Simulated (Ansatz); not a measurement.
C₂H₆GeTe (`C=[C]([GeH3])[TeH]`), relaxed with RKS PBE0-D4/def2-TZVP in Ansatz from a PBE-D4/def2-SVP geometry. The force threshold is 0.005 eV/Å; the program also tests the step.

The species carries charge 0 and has multiplicity 1. Te: def2 effective core potential.

Start:

```xyz
10

C    -0.269   -1.739    0.120
C    -0.143   -0.427    0.411
Ge    0.279    0.902   -0.963
Te   -0.432    0.276    2.415
H    -0.503   -2.511    0.874
H    -0.142   -2.098   -0.917
H    -0.837    1.978   -1.017
H     0.392    0.174   -2.330
H     1.622    1.600   -0.616
H     0.033    1.845    2.023
```

Q: By how much does the energy fall, and how many steps does the optimiser take? (Best estimate.)

A: Computed: 0.05 eV, in 20 steps, 7 of them rejected.

Q: Which bonds change most? (Best estimate.)

A: The calculation gave: C2–Te4 from 2.144 to 2.106 Å; Te4–H10 from 1.682 to 1.659 Å; C1–C2 from 1.350 to 1.330 Å; C1–H5 from 1.105 to 1.087 Å.

Q: Give the relaxed structure. (Best estimate.)

A: Computed: 
```xyz
10

C    -0.283   -1.694    0.130
C    -0.174   -0.396    0.396
Ge    0.239    0.905   -0.990
Te   -0.583    0.320    2.334
H    -0.513   -2.440    0.887
H    -0.143   -2.069   -0.881
H    -0.953    1.854   -1.188
H     0.543    0.146   -2.294
H     1.463    1.731   -0.561
H     0.405    1.642    2.166
```
